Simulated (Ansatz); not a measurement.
The cluster Zn3⁺. Total charge 1; quartet. Geometry B3LYP/def2-TZVP; atoms count from 1.

```xyz
3

Zn   -1.487    2.469   -0.138
Zn   -0.026   -0.016   -0.011
Zn    1.513   -2.453    0.149
```

At PBE0/def2-TZVP a doublet of charge 1 lies 3.65 eV below the quartet, each at its own geometry. The structure comes from a short search, and lower isomers may exist.

Question: Estimate the Mulliken populations from the PBE0/def2-TZVP orbitals of Ansatz.

Answer: 
| atom | charge (e) | spin (α − β) | d electrons |
| --- | --- | --- | --- |
| Zn1 | 0.44 | 1.16 | 10.01 |
| Zn2 | 0.12 | 0.68 | 10.00 |
| Zn3 | 0.44 | 1.16 | 10.01 |
Mulliken values and Mayer orders depend strongly on the basis.

Question: Where does the spin sit?

Answer: Summed by element: Zn 3.00, of 3 unpaired in all. Largest on single atoms: Zn1 1.16, Zn3 1.16, Zn2 0.68.

Question: And the Mayer bond orders between bonded heavy atoms (over 0.3)?

Answer: Zn1–Zn2 0.60 (2.89 Å); Zn2–Zn3 0.60 (2.89 Å).
